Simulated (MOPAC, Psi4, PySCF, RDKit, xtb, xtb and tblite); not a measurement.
Two geometries of SMILES C=Cc1ccc(S)s1, relaxed at GFN2-xTB with one dihedral held; other torsions can differ between them too.

Structure A

```
14

C      2.4953     1.0830    -0.8223
C      1.9351     0.0357    -0.2248
C      0.5200    -0.1701    -0.0760
C     -0.1014    -1.2289     0.5345
C     -1.5033    -1.1373     0.5361
C     -1.9507    -0.0070    -0.0813
S     -3.6251     0.5002    -0.3066
S     -0.6491     0.9667    -0.6834
H      3.5629     1.1843    -0.9029
H      1.8980     1.8723    -1.2483
H      2.5493    -0.7492     0.1983
H      0.4376    -2.0476     0.9773
H     -2.1589    -1.8682     0.9743
H     -4.0042    -0.5713    -1.0061
```

Structure B

```
14

C      2.4971     1.0728    -0.8298
C      1.9374     0.0267    -0.2300
C      0.5218    -0.1744    -0.0730
C     -0.0980    -1.2325     0.5409
C     -1.5004    -1.1462     0.5320
C     -1.9506    -0.0284    -0.1032
S     -3.6327     0.4817    -0.2751
S     -0.6455     0.9630    -0.6773
H      3.5644     1.1704    -0.9174
H      1.8999     1.8646    -1.2515
H      2.5513    -0.7603     0.1895
H      0.4424    -2.0490     0.9859
H     -2.1579    -1.8767     0.9675
H     -3.8373    -0.0774    -1.4708
```

Problem. Which is lower in energy at the level B3LYP-D3(BJ)/def2-SVP // GFN2-xTB (Psi4), and by how much?

Solution. B is lower, by 2.58 kJ/mol (dihedral S8–C6–S7–H14: 120° in A, 90° in B).

E(B) − E(A) in kJ/mol at the other levels, on the same two geometries: GFN2-xTB (xtb and tblite) 1.42; MMFF94 // GFN2-xTB (RDKit) 2.02; B3LYP/def2-SVP // GFN2-xTB (Psi4) -2.62; PBE/def2-SVP // GFN2-xTB (Psi4) -1.95; PBE-D3(BJ)/def2-SVP // GFN2-xTB (Psi4) -1.92; UFF // GFN2-xTB (RDKit) -9.34; PM3, restricted, heats of formation // GFN2-xTB (MOPAC) 0.81; PM7, restricted, heats of formation // GFN2-xTB (MOPAC) 0.44; GFN1-xTB // GFN2-xTB (xtb) 2.96; restricted B3LYP/6-31G*, spherical d, density fitting // GFN2-xTB (PySCF) -3.68; restricted Hartree-Fock/LANL2DZ, with its core potentials past Ne // GFN2-xTB (PySCF) -5.39; restricted Hartree-Fock/6-31G*, spherical d, density fitting // GFN2-xTB (PySCF) -5.35; restricted LDA (SVWN5)/6-31G*, spherical d, density fitting // GFN2-xTB (PySCF) -2.93.
